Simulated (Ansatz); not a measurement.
KBi2⁻. Total charge -1; triplet. Geometry r2SCAN-D4/def2-TZVP, that of the neutral doublet; atoms count from 1.

```xyz
3

K     1.400   -0.246   -1.597
Bi   -0.416   -1.150    1.234
Bi   -0.984    1.396    0.363
```

In the def2 sets Bi takes a core potential; there is no spin–orbit coupling. The highest occupied level of the charge -1 triplet lies above zero (up to 0.27 eV). By energy differences its removal costs 0.73 eV (vertical, to the charge 0 doublet, at PBE0-D4/def2-TZVPD); a positive level beside a positive removal energy at the same level points to self-interaction error. The structure comes from a short search, and lower isomers may exist.

Problem. Estimate the Mulliken populations from the PBE0/def2-TZVPD orbitals of Ansatz.

Solution. 
```json
{"atom": "K1", "charge (e)": "-0.10", "spin (α − β)": "0.65"}
{"atom": "Bi2", "charge (e)": "-0.45", "spin (α − β)": "0.67"}
{"atom": "Bi3", "charge (e)": "-0.45", "spin (α − β)": "0.68"}
```
Mulliken values and Mayer orders depend strongly on the basis. With diffuse functions, as here, like atoms can get unlike values, and bond orders can come out too low or too high.

Problem. Where does the spin sit?

Solution. Summed by element: K 0.65, Bi 1.35, of 2 unpaired in all. Largest on single atoms: Bi3 0.68, Bi2 0.67, K1 0.65.

Problem. And the Mayer bond orders between bonded heavy atoms (over 0.3)?

Solution. K1–Bi2 0.68 (3.48 Å); K1–Bi3 0.68 (3.50 Å); Bi2–Bi3 1.98 (2.75 Å).
